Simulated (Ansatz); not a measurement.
Steps of a relaxation of `[CH3][Ga]([NH2])[Cl]` with RKS PBE0-D4/def2-TZVP.

```sh
$ ansatz run in.yaml --threads 4 --pin off --events-out ev --progress --plain --max-ram 10444MiB
```

```yaml
crystal:
  periodic: [false, false, false]
  atoms:
    - {symbol: C, position_ang: [0.117685, 1.351469, -0.792589]}
    - {symbol: Ga, position_ang: [0.110459, -0.517612, -0.207327]}
    - {symbol: N, position_ang: [-0.302213, -1.162368, 1.439804]}
    - {symbol: Cl, position_ang: [0.651360, -2.107756, -1.600375]}
    - {symbol: H, position_ang: [-0.551116, 1.469341, -1.667840]}
    - {symbol: H, position_ang: [1.142086, 1.636874, -1.104244]}
    - {symbol: H, position_ang: [-0.217025, 2.029809, 0.015781]}
    - {symbol: H, position_ang: [-0.578959, -0.587725, 2.236663]}
    - {symbol: H, position_ang: [-0.283876, -2.158431, 1.662926]}
basis:
  gaussian: {orbitals: def2-TZVP}
hamiltonian: {xc: pbe0, dispersion: d4}
relax: {f_tol: 0.005, max_steps: 150}
```

Positions (Å) and forces (eV/Å) along the path, 6 of 6 steps:

```xyz
9
step=1 energy=-67499.2211 eV
C     0.118    1.351   -0.793    0.020    0.290   -0.136
Ga    0.110   -0.518   -0.207    0.007   -0.143    0.039
N    -0.302   -1.162    1.440   -0.103   -0.186    0.402
Cl    0.651   -2.108   -1.600   -0.088    0.259    0.217
H    -0.551    1.469   -1.668    0.333   -0.040    0.429
H     1.142    1.637   -1.104   -0.511   -0.124    0.147
H    -0.217    2.030    0.016    0.165   -0.336   -0.403
H    -0.579   -0.588    2.237    0.187   -0.388   -0.548
H    -0.284   -2.158    1.663   -0.011    0.669   -0.146
9
step=2 energy=-67499.2513 eV
C     0.119    1.345   -0.792    0.002    0.085   -0.025
Ga    0.110   -0.513   -0.201   -0.009   -0.033    0.039
N    -0.303   -1.161    1.436   -0.021   -0.025    0.080
Cl    0.644   -2.087   -1.586   -0.013    0.047    0.036
H    -0.545    1.465   -1.656    0.087   -0.022    0.119
H     1.130    1.629   -1.105   -0.137   -0.044    0.045
H    -0.208    2.018    0.007    0.044   -0.083   -0.110
H    -0.584   -0.596    2.223    0.050   -0.084   -0.135
H    -0.276   -2.146    1.657   -0.004    0.159   -0.049
9
step=3 energy=-67499.2535 eV
C     0.118    1.342   -0.789    0.002   -0.004    0.005
Ga    0.111   -0.513   -0.201   -0.003    0.002    0.015
N    -0.301   -1.157    1.434   -0.001   -0.006   -0.006
Cl    0.647   -2.081   -1.585   -0.002   -0.001   -0.004
H    -0.542    1.457   -1.650   -0.005    0.001   -0.009
H     1.125    1.625   -1.098    0.009    0.004   -0.006
H    -0.212    2.014    0.004   -0.001    0.000    0.005
H    -0.569   -0.592    2.220   -0.007    0.011    0.001
H    -0.289   -2.139    1.649    0.008   -0.007    0.000
9
step=4 energy=-67499.2535 eV
C     0.119    1.342   -0.789   -0.001   -0.003    0.001
Ga    0.110   -0.513   -0.200   -0.003    0.002    0.004
N    -0.304   -1.158    1.433    0.001   -0.010    0.004
Cl    0.644   -2.080   -1.586    0.004   -0.002   -0.002
H    -0.544    1.458   -1.648   -0.003    0.001   -0.005
H     1.126    1.623   -1.102    0.005    0.000   -0.002
H    -0.206    2.014    0.006   -0.001    0.003    0.004
H    -0.583   -0.593    2.216    0.003    0.005    0.001
H    -0.274   -2.139    1.653   -0.004    0.002   -0.003
9
step=5 energy=-67499.2535 eV
C     0.119    1.341   -0.789   -0.001    0.029   -0.009
Ga    0.110   -0.512   -0.200    0.000   -0.027    0.013
N    -0.304   -1.159    1.434    0.001    0.023   -0.010
Cl    0.649   -2.079   -1.585    0.000    0.003    0.001
H    -0.546    1.458   -1.646    0.000   -0.003    0.002
H     1.124    1.622   -1.106   -0.001   -0.004    0.001
H    -0.203    2.015    0.006    0.001   -0.004    0.000
H    -0.581   -0.592    2.216    0.002   -0.009   -0.002
H    -0.279   -2.140    1.652   -0.001   -0.008    0.005
9
step=6 energy=-67499.2535 eV
C     0.119    1.342   -0.789    0.000    0.005   -0.001
Ga    0.110   -0.513   -0.200   -0.001   -0.004    0.003
N    -0.303   -1.159    1.434    0.000    0.002   -0.002
Cl    0.648   -2.079   -1.585    0.001    0.000    0.000
H    -0.545    1.458   -1.647    0.000   -0.001    0.000
H     1.125    1.622   -1.105    0.000   -0.001    0.000
H    -0.205    2.015    0.006    0.000   -0.001    0.000
H    -0.580   -0.593    2.217    0.000   -0.001    0.000
H    -0.280   -2.140    1.652    0.000    0.000    0.001
```

Run time 15 s (4 threads of an Arm Neoverse V2 on a shared host); peak host memory 0.47 GiB.
